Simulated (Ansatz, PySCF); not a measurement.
This triplet is an excited state, 2.27 eV above the relaxed singlet at the level composite: frozen-core CCSD(T) with HF/cc-pV5Z and the correlation energy extrapolated as X^-3 from cc-pVQZ and cc-pV5Z, plus full CI minus CCSD(T) in cc-pVDZ // B3LYP-D3(BJ)/def2-TZVP (Ansatz, a first-principles code).

B3LYP has the VWN-RPA correlation part, as in Gaussian. 

# HSi, SMILES `[SiH+]` (excited triplet) (charge 1, multiplicity 3)

All values below come from B3LYP-D3(BJ)/def2-TZVP run with PySCF 2.14.0.

The highest occupied spin orbital comes out as -13.04 eV. The total energy is -289.6397 Ha and the cost is about 4 core-seconds (a rough figure).

```xyz
2

Si     0.7790     0.0000     0.0000
H     -0.7790     0.0000     0.0000
```
Charge +1, spin multiplicity 3.
